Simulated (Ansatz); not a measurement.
Isolated molecules relaxed with PBE0-D4/def2-TZVP in Ansatz; ΔE leaves out vibrations. CBS: MP2 limit from def2 TZ/QZ plus the TZ coupled-cluster correction, frozen cores. DFT in def2-TZVPP. HSE06 is defined as in plane-wave codes. Each species was taken in one conformer, which may not be the lowest.

Consider the cleavage of the Si–Al bond: `C[O][AlH][SiH2]S` + `O[SiH3]` → `[SiH3]O[SiH2]S` + `C[O][AlH2]`.

`C[O][AlH][SiH2]S`:

```xyz
12

C     1.716    0.870    1.407
O     0.675    0.356    0.625
Al    0.485   -0.061   -1.003
Si   -1.781   -0.888   -1.376
S    -2.759   -0.772    0.537
H     1.955    0.173    2.217
H     2.629    1.043    0.824
H     1.412    1.820    1.857
H     1.707    0.125   -1.999
H    -2.546   -0.086   -2.374
H    -1.822   -2.293   -1.875
H    -1.670   -0.288    1.161
```

`O[SiH3]`:

```xyz
6

O    -0.340   -1.163    0.417
Si    0.257    0.276   -0.119
H    -1.286   -1.234    0.547
H    -0.305    0.644   -1.448
H     1.722    0.093   -0.226
H    -0.047    1.384    0.828
```

`[SiH3]O[SiH2]S`:

Cartesian coordinates in Å:
```
Si -0.908 -1.479 0.125
O 0.121 -0.483 -0.679
Si 1.093 0.802 -0.428
S 0.399 2.062 1.146
H -1.238 -2.604 -0.782
H -2.149 -0.748 0.487
H -0.268 -2.001 1.360
H 2.432 0.359 0.024
H 1.163 1.552 -1.702
H -0.645 2.540 0.447
```

`C[O][AlH2]`:

Cartesian coordinates in Å:
```
C 0.677 0.126 1.057
O -0.440 -0.316 0.343
Al -0.919 -0.209 -1.270
H 0.365 0.794 1.867
H 1.393 0.668 0.426
H 1.198 -0.725 1.507
H 0.028 0.537 -2.299
H -2.302 -0.875 -1.632
```

(1) Is it downhill or uphill in electronic energy at CCSD(T)/CBS, and by how much? (An estimate is asked.)

(2) What do these levels give: PBE-D4, HSE06-D4, SCS-MP2/def2-TZVPP, CCSD/def2-TZVPP, SCS-MP2/def2-QZVPP, CCSD/CBS(def2)? (Estimate.)

Largest T1 diagnostic among the species: 0.013.

Results:

(1) The calculation gave: Downhill: ΔE = -110.2 kJ/mol.

(2) Computed: PBE-D4 -84.7, HSE06-D4 -92.6, SCS-MP2/def2-TZVPP -122.4, CCSD/def2-TZVPP -114.2, SCS-MP2/def2-QZVPP -123.1, CCSD/CBS(def2) -114.0 kJ/mol.

In def2-TZVPP, CCSD(T) changes the Hartree–Fock value by +26.9 kJ/mol (the triples alone add +3.7 kJ/mol) and MP2 by +19.4 kJ/mol. From BLYP to BHLYP (50 % exact exchange), in def2-TZVPP and without D4, ΔE moves by −17.4 kJ/mol.
